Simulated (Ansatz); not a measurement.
`C#C[SiH2][GaH2]` + `[OH][AlH2]` → `[AlH2][O][GaH2]` + `C#C[SiH3]`  (cleavage of the Ga–Si bond)

Calculated with Ansatz (gas phase, PBE0-D4/def2-TZVP geometries, no zero-point term in ΔE). CBS: MP2 limit from def2 TZ/QZ plus the TZ coupled-cluster correction, frozen cores. This one scheme is used for every species. Functionals use def2-TZVPP. HSE06 is defined as in plane-wave codes. For Ga outer-core shells are correlated without core-valence functions, which leaves a few kJ/mol of doubt a bond. Scalar relativity is left out up to krypton.

| level | ΔE (kJ/mol) |
| --- | --- |
| HSE06 | -54.7 |
| HF/CBS(def2) | -90.7 |

(1) What does CCSD(T)/CBS give? (Estimate.)

(2) What do rigid-rotor, harmonic-oscillator terms from PBE0-D4/def2-TZVP frequencies (298.15 K, 1 bar) make of the CCSD(T)/CBS value? (Best estimate.)

Largest T1 diagnostic among the species: 0.015.

Results:

(1) Ansatz gave: -68.0 kJ/mol. The listed levels differ from it by 13.3, -22.7 kJ/mol.

(2) The calculation gave: ΔZPE = -3.8 kJ/mol, ΔH = -72.4 kJ/mol, ΔS = -16 J/(mol·K), ΔG = -67.6 kJ/mol. Modes under 50 cm⁻¹ make the entropy rough.

In def2-TZVPP, CCSD(T) changes the Hartree–Fock value by +16.0 kJ/mol (the triples alone add +1.1 kJ/mol) and MP2 by +10.4 kJ/mol. From PBE to PBE0 (25 % exact exchange), in def2-TZVPP and without D4, ΔE moves by −3.3 kJ/mol. Leaving LDA and LC-ωPBE aside and taking each functional with its dispersion term where it has one, the values, not all of them listed here, spread over 25.7 kJ/mol, from B2PLYP to PBE-D4.
